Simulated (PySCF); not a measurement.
## Stretching Sn₂⁺

Set-up: basis Sn cc-pVDZ-PP with ECP28; scalar-relativistic core potentials; PySCF 2.14. Energies in eV from Sn⁺ + Sn in their ground configurations at the same level. State: ⁴Σg⁻ (quartet), unpaired electrons σ ↑, π ↑↑.

All columns are PBE0.

```json
{"R (Å)": "2.410", "E (eV)": "-1.970", "HOMO (eV)": "-11.80", "LUMO (eV)": "-8.92", "Mayer bond order": "1.79", "⟨S²⟩": "3.75"}
{"R (Å)": "2.522", "E (eV)": "-2.422", "HOMO (eV)": "-11.61", "LUMO (eV)": "-8.82", "Mayer bond order": "1.75", "⟨S²⟩": "3.75"}
{"R (Å)": "2.634", "E (eV)": "-2.660", "HOMO (eV)": "-11.36", "LUMO (eV)": "-8.81", "Mayer bond order": "1.71", "⟨S²⟩": "3.75"}
{"R (Å)": "2.718", "E (eV)": "-2.740", "HOMO (eV)": "-11.19", "LUMO (eV)": "-8.80", "Mayer bond order": "1.68", "⟨S²⟩": "3.75"}
{"R (Å)": "2.802", "E (eV)": "-2.759", "HOMO (eV)": "-11.03", "LUMO (eV)": "-8.77", "Mayer bond order": "1.66", "⟨S²⟩": "3.75"}
{"R (Å)": "2.886", "E (eV)": "-2.732", "HOMO (eV)": "-10.89", "LUMO (eV)": "-8.74", "Mayer bond order": "1.64", "⟨S²⟩": "3.75"}
{"R (Å)": "2.998", "E (eV)": "-2.647", "HOMO (eV)": "-10.71", "LUMO (eV)": "-8.68", "Mayer bond order": "1.61", "⟨S²⟩": "3.75"}
{"R (Å)": "3.138", "E (eV)": "-2.489", "HOMO (eV)": "-10.51", "LUMO (eV)": "-8.60", "Mayer bond order": "1.59", "⟨S²⟩": "3.75"}
{"R (Å)": "3.306", "E (eV)": "-2.263", "HOMO (eV)": "-10.30", "LUMO (eV)": "-8.49", "Mayer bond order": "1.56", "⟨S²⟩": "3.75"}
{"R (Å)": "3.530", "E (eV)": "-1.944", "HOMO (eV)": "-10.06", "LUMO (eV)": "-8.33", "Mayer bond order": "1.54", "⟨S²⟩": "3.75"}
```

Spin–orbit coupling is left out, which matters for elements this heavy, above all for dissociation energies. The state was picked by a PBE0 search and need not be the measured ground state.
